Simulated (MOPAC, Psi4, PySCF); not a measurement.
Two rigid molecules brought together: CO ··· COS (SMILES [C-]#[O+] and O=C=S). Monomers: optimised at B3LYP-D3(BJ) (def2-TZVP), held rigid. Orientation: a higher rigid-body minimum at GFN2-xTB. R is the distance of the centres of mass, along which the second monomer moves.

Geometry at R = 3.49 Å (first 2 atoms: monomer A):
```
5

C      0.5625     0.0000     0.0000
O     -0.5625     0.0000     0.0000
O     -3.8390    -0.6655     0.3994
C     -3.2585    -1.5049    -0.1425
S     -2.4737    -2.6398    -0.8751
```

Levels: PM7, restricted, heats of formation (MOPAC); RKS-B3LYP/6-311+G** = PySCF with restricted B3LYP/6-311+G**, spherical d, no counterpoise correction; RKS-B3LYP/3-21G = restricted B3LYP/3-21G, no counterpoise correction run with PySCF 2.14.0; SAPT0/jun-cc-pVDZ, frozen core (Psi4).

Interaction energies in kcal/mol; the last columns give the difference from SAPT0:

```
R / Å    PM7  RKS-B3LYP/6-311+G**  RKS-B3LYP/3-21G  SAPT0/jun-cc-pVDZ  PM7 − SAPT0/jun-cc-pVDZ  RKS-B3LYP/6-311+G** − SAPT0/jun-cc-pVDZ  RKS-B3LYP/3-21G − SAPT0/jun-cc-pVDZ
-----  -----  -------------------  ---------------  -----------------  -----------------------  ---------------------------------------  -----------------------------------
2.88    0.37                 7.62             3.12               5.84                    -5.47                                     1.79                                -2.71
3.05   -0.45                 4.07             0.38               2.63                    -3.08                                     1.45                                -2.24
3.30   -0.87                 1.54            -1.09               0.45                    -1.33                                     1.09                                -1.54
3.49   -0.98                 0.70            -1.23              -0.18                    -0.80                                     0.88                                -1.04
3.68   -1.00                 0.29            -1.03              -0.42                    -0.58                                     0.71                                -0.61
3.87   -0.96                 0.10            -0.76              -0.47                    -0.49                                     0.57                                -0.29
4.22   -0.79                -0.02            -0.35              -0.39                    -0.40                                     0.38                                 0.04
4.49   -0.65                -0.03            -0.19              -0.30                    -0.34                                     0.27                                 0.12
4.96   -0.42                -0.04            -0.08              -0.18                    -0.23                                     0.15                                 0.10
5.69   -0.22                -0.03            -0.04              -0.08                    -0.14                                     0.05                                 0.04
6.67   -0.13                -0.02            -0.02              -0.03                    -0.10                                     0.01                                 0.01
8.00   -0.06                 0.00            -0.01              -0.01                    -0.05                                     0.01                                 0.00
```

PM7 is furthest from SAPT0/jun-cc-pVDZ at 2.88 (-5.47 kcal/mol, below); its mean absolute difference over the points is 1.08 kcal/mol.

RKS-B3LYP/6-311+G** is furthest from SAPT0/jun-cc-pVDZ at 2.88 (1.79 kcal/mol, above); its mean absolute difference over the points is 0.61 kcal/mol.

RKS-B3LYP/3-21G is furthest from SAPT0/jun-cc-pVDZ at 2.88 (-2.71 kcal/mol, below); its mean absolute difference over the points is 0.73 kcal/mol.
